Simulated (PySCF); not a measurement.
The isolated species `C[NH][GeH2][Se][GeH3]` is ionised with Mg Kα (hν = 1253.6 eV). Calculated photoelectron kinetic energies of its computed core levels, recoil neglected:

```csv
line,kinetic energy (eV)
1,962.10
2,849.32
```

Method: PySCF 2.14.0, delta-SCF UKS SCAN, pcX-2 on the ionised atom, pcseg-1 elsewhere, spin-free X2C.

Problem. Which element, shell and site does each line come from? Numbering: `[CH3:1][NH:2][GeH2:3][Se:4][GeH3:5]`.

Solution. Against the vacuum level, binding energy = hν − kinetic energy.

| line | binding energy (eV) | level | atoms | environment |
| --- | --- | --- | --- | --- |
| 1 | 291.50 | C 1s | C1 | N-methyl carbon |
| 2 | 404.28 | N 1s | N2 | nitrogen bonded to C, Ge and H |

Problem. Where does line 1 move with hν = 1486.6 eV?

Solution. To 1486.6 − 291.50 = 1195.10 eV; every photoline shifts by the change in photon energy, +233.0 eV.

Problem. Which photon energy gives electrons from C 1s of C1 a kinetic energy of 150 eV, and what is their de Broglie wavelength?

Solution. hν = 291.50 + 150 = 441.50 eV, recoil neglected; λ = 12.264 Å/√(E/eV) = 1.00 Å.

Other core shells, valence and Auger electrons aren't listed. No level of germanium or selenium is listed. One conformer (not necessarily the lowest) at the PBE0-D3(BJ)/def2-SVP geometry, without solvent, vibrations or thermal averaging.

Conformer computed: `[CH3:1][NH:2][GeH2:3][Se:4][GeH3:5]`: C1–N2–Ge3–Se4 -68°, N2–Ge3–Se4–Ge5 -39°.
